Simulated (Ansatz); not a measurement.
Isolated molecules relaxed with PBE0-D4/def2-TZVP in Ansatz; ΔE leaves out vibrations. CCSD(T)/CBS adds triple-zeta CCSD(T) − MP2 to the extrapolated MP2 energy (def2 sets, frozen cores). This one scheme is used for every species. Functionals use def2-TZVPP. B3LYP here is the variant with VWN-RPA as its local correlation; programs differ in this. Open shells (•) are unrestricted, without spin–orbit coupling. One conformer a species, not always the lowest.

Reaction (hydrogen abstraction from the Si–H bond): `CO[SiH](F)S` + `[OH]`• → `CO[Si](F)S`• + H₂O

```
             level  ΔE (kcal/mol)  difference from CCSD(T)/CBS
            PBE-D4          -32.9                         -6.1
           ωB97M-V          -24.3                          2.5
            r2SCAN          -27.6                         -0.8
              PBE0          -27.6                         -0.8
             B3LYP          -26.2                          0.6
     HF/def2-TZVPP           -6.8                         20.0
    MP2/def2-TZVPP          -30.2                         -3.4
SCS-MP2/def2-TZVPP          -25.7                          1.1
      HF/CBS(def2)           -7.3                         19.5
    CCSD/CBS(def2)          -24.9                          1.9
       CCSD(T)/CBS          -26.8                            0
```

Largest T1 diagnostic among the species: 0.014.

In def2-TZVPP, CCSD(T) changes the Hartree–Fock value by −17.6 kcal/mol (the triples alone add −1.9 kcal/mol) and MP2 by −23.5 kcal/mol. From PBE to PBE0 (25 % exact exchange), in def2-TZVPP and without D4, ΔE moves by +5.3 kcal/mol.
